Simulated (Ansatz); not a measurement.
`O[SiH](O)N[SiH](O)Cl` + NH₃ → `N[SiH](O)Cl` + `N[SiH](O)O`  (ligand exchange at the Si–N bond)

Gas-phase electronic energies from Ansatz, PBE0-D4/def2-TZVP geometries. CCSD(T)/CBS is the MP2 limit (def2-TZVPP, def2-QZVPP) plus CCSD(T) − MP2 in def2-TZVPP, frozen cores. This one scheme is used for every species. DFT in def2-TZVPP. B3LYP here is the variant with VWN-RPA as its local correlation; programs differ in this. Each species was taken in one conformer, which may not be the lowest.

```tsv
level	ΔE (kJ/mol)	difference from CCSD(T)/CBS
PBE-D4	17.6	0.6
PBE0-D4	17.9	0.9
B3LYP-D4	19.1	2.1
ωB97X-V	15.9	-1.1
ωB97M-V	16.7	-0.3
B2PLYP	12.2	-4.8
PBE	10.5	-6.5
PBE0	11.3	-5.7
B3LYP	8.1	-8.9
SCS-MP2/def2-TZVPP	15.5	-1.5
CCSD/def2-TZVPP	16.0	-1.0
HF/def2-QZVPP	6.5	-10.5
SCS-MP2/def2-QZVPP	14.6	-2.4
HF/CBS(def2)	6.5	-10.5
MP2/CBS(def2)	16.5	-0.5
CCSD/CBS(def2)	14.6	-2.4
CCSD(T)/CBS	17.0	0
```

Largest T1 diagnostic among the species: 0.011.

In def2-TZVPP, CCSD(T) changes the Hartree–Fock value by +11.5 kJ/mol (the triples alone add +2.3 kJ/mol) and MP2 by +11.0 kJ/mol. The D4 term adds +11.1 kJ/mol with B3LYP and +6.6 kJ/mol with PBE0; it sums over pairs of atoms, weighted by their polarisabilities, and B3LYP, whose exchange is more repulsive, gets the larger term.
